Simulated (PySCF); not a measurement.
Delta-SCF ions had no search for a lower state. Excitations are Tamm–Dancoff values on a coarser integration grid. The basis has no diffuse functions, so Rydberg states are missing or too high.

# CH4BN, SMILES `C=NB` (charge 0, multiplicity 1)

Calculation: ωB97X-D3(BJ)/def2-TZVP // PBE0-D3(BJ)/def2-TZVP (PySCF).

The HOMO comes out as -10.39 eV and the dipole moment comes out as 0.454 e·Å. The HOMO–LUMO gap comes out as 11.75 eV and the LUMO is 1.36 eV. The S1 excitation (TDA) comes out as 4.91 eV, the S1 oscillator strength comes out as 0.000 and the brightest of the four lowest singlets (TDA) is 8.08 eV. The T1 excitation (TDA) comes out as 4.40 eV and the S1–T1 gap (TDA) is 0.51 eV. The vertical ionisation energy (Delta-SCF) is 10.35 eV. The total energy is -3270.86 eV and the cost comes out as around 40 core-seconds (rough).

```xyz
7

B     -1.3012    -0.0022    -0.1421
N      0.0482    -0.0001    -0.2026
C      1.2873     0.0021    -0.2584
H     -1.8893    -0.9856    -0.4873
H     -1.8591     0.9794     0.2545
H      1.8970    -0.3266     0.5881
H      1.8171     0.3329    -1.1563
```
